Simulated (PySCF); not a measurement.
ClH5N2OSi, SMILES O[Si](N)(Cl)N. Geometry optimised at PBE-D3(BJ)/def2-SVP. This is a generated structure with no PubChem entry under its InChIKey; it may be hypothetical. Other conformers were not sampled.

The numbers are results of PBE-D3(BJ)/def2-SVP (PySCF), not measurements.

Harmonic wavenumbers (cm⁻¹): 159, 183, 243, 261, 275, 294, 325, 372, 390, 423, 491, 755, 779, 811, 842, 935, 940, 1474, 1478, 3501, 3515, 3606, 3619, 3768. Rotational constants (GHz): 3.695, 2.338, 2.174; symmetry number 1.

Problem. Work out the zero-point energy and the ideal-gas rigid-rotor harmonic-oscillator thermochemistry at 298.15 K and 1 atm.

Solution. ZPE = ½ Σ hcν = ½ × 29441 cm⁻¹ = 42.09 kcal/mol. H − E(el) = 47.63 kcal/mol. Entropy in cal/(mol K): translation 40.07, rotation 27.24, vibration 17.34, total 84.65. G − E(el) = 22.39 kcal/mol. Cp = 29.66 cal/(mol K).
